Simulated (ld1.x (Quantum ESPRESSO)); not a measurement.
What one change does to a pseudopotential (niobium (Nb), TM)

ld1.x (Quantum ESPRESSO) 7.5 input, shortened:

```
&input
   title='Nb', zed=41., rel=2, dft='PBESOL', iswitch=3,
   config='[Kr] 4d4 5s1 5p0', rel_dist='average'
 /
 &inputp
   pseudotype=2, tm=.true., lloc=-2, rcloc=3.30,
   nlcc=.true., rcore=1.60
 /
3
5S  1  0   1.00   0.00  2.55  2.55  0.0
5P  2  1   0.00   0.00  3.35  3.35  0.0
4D  3  2   4.00   0.00  2.10  2.10  0.0
 &test
   configts(1)='4d4 5s1 5p0'
 /
```

Open shells are filled in proportion to 2j + 1 (rel_dist='average').

All-electron outer shells of the reference configuration (PBEsol, scalar-relativistic, ld1.x):

```tsv
shell	level (eV)	outermost node (bohr)	outermost maximum (bohr)
4s	-58.35	0.53	1.04
4p	-34.49	0.54	1.12
5s	-4.01	1.41	3.08
4d	-3.06	0.55	1.51
5p	-1.09	1.63	4.21
```

Change: local potential all-electron potential smoothed inside 1.50 bohr (lloc = -2).

Cutoffs: the cutoffs (Ry, on a coarse ladder) from which the occupation-weighted sum of valence levels, in a spherical-Bessel basis at the reference potential, stays within 10 and 1 mRy of its value at 400 Ry; they do not see the model core or the augmentation charge, which bear on the density cutoff. Errors are all-electron minus pseudo energies relative to the spin-unpolarised reference configuration.

Question: How do hardness, ghosts and transferability respond?

Answer: The potential gets neither clearly harder nor softer (35 Ry and 40 Ry → 35 Ry and 40 Ry); a bound ghost appears in p, s, which as a rule spoils a file; the number of tests that count goes from 7 to 6; of the 6 tests that both files solve, the error grows in 0 and shrinks in 4 by more than 15 % and 0.3 meV (median size 69.3 → 54.7 meV); the range in which the p1/2 phases agree widens (upper end 1.2 → 3.3); the range in which the d3/2 phases agree widens (upper end 0.6 → 4.6). In the separable form a ghost depends on how the local part lies against the semilocal potential of the channel, so the choice of the local part can create or remove one.

| quantity | base | changed |
| --- | --- | --- |
| cutoff, loose | 35 Ry | 35 Ry |
| cutoff, tight | 40 Ry | 40 Ry |
| bound ghosts | none | s, p3/2, p1/2 |
| tests counted (converged, no solver errors) | 7 of 7 | 6 of 7 |
| error for 4d4 5s0 5p0, meV [ΔE 6.65 eV] | -14 | -14 |
| error for 4d3 5s0 5p0, meV [ΔE 20.68 eV] | -114 | -63 |
| error for 4d2 5s0 5p0, meV [ΔE 45.37 eV] | -623 | -456 |
| error for 4d4.5 5s0.5 5p0, meV [ΔE 0.57 eV] | -14 | -11 |
| error for 4d3 5s2 5p0, meV [ΔE -0.53 eV] | -77 | -68 |
| error for 4d3 5s1 5p0, meV [ΔE 7.04 eV] | -62 | -46 |
| s: phases at 3.64 bohr within 0.05 rad from the reference energy up to (Ry; the scan ends near 5) | 1.1 | 1.5 |
| p1/2: phases at 3.64 bohr within 0.05 rad from the reference energy up to (Ry; the scan ends near 5) | 1.2 | 3.3 |
| p3/2: phases at 3.64 bohr within 0.05 rad from the reference energy up to (Ry; the scan ends near 5) | 1.1 | n/a |
| d3/2: phases at 3.64 bohr within 0.05 rad from the reference energy up to (Ry; the scan ends near 5) | 0.6 | 4.6 |
| d5/2: phases at 3.64 bohr within 0.05 rad from the reference energy up to (Ry; the scan ends near 5) | 0.6 | 4.6 |

Changed file: Tests not counted: 4d4 5s0 5p1 (solver errors, printed error -132 eV). A true bound ghost makes a file unfit for plane-wave use even where its test errors are small: the radial tests pick states by their node count and pass the ghost by. Where a test does run into it, the solver fails or the error is huge.
